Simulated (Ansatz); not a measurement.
The cluster TaO4. Charge 0, multiplicity 2. Geometry r2SCAN-D4/def2-SVP, basis def2-TZVP, Ansatz.

```xyz
5

Ta   -0.3877    0.1910    0.3093
O    -1.5574    0.1063   -1.2408
O     0.9992    0.9097    1.4661
O     1.4074   -0.3108    0.7244
O    -0.4615   -0.8962   -1.2590
```

```csv
run,HOMO (eV),LUMO (eV)
A,-5.85,-4.26
B,-10.95,-0.90
C,-6.83,-3.60
D,-7.21,-3.51
E,-6.34,-3.85
```

In the def2 sets Ta takes a core potential; there is no spin–orbit coupling. The structure holds 2 bonds between oxygen atoms, so isomers without such links may lie far lower. No other spin state of charge 0 was run. Another isomer (doublet) lies 3.00 eV lower at PBE0-D4/def2-TZVP; other spin states weren't run for this one.

HOMO and LUMO are taken over both spins.

Question: The runs used HF, PBE, PBE0, r2SCAN, r2SCANh. Estimate which is which.

Answer: A PBE (0 % exact exchange); B HF (100 % exact exchange); C r2SCANh (10 % exact exchange); D PBE0 (25 % exact exchange); E r2SCAN (0 % exact exchange). Exact exchange lowers occupied and raises empty levels; among semilocal functionals meta-GGAs tend to open the gap a little, and such runs are hard to tell apart. The gap grows from 1.60 eV (PBE) to 10.05 eV (HF).
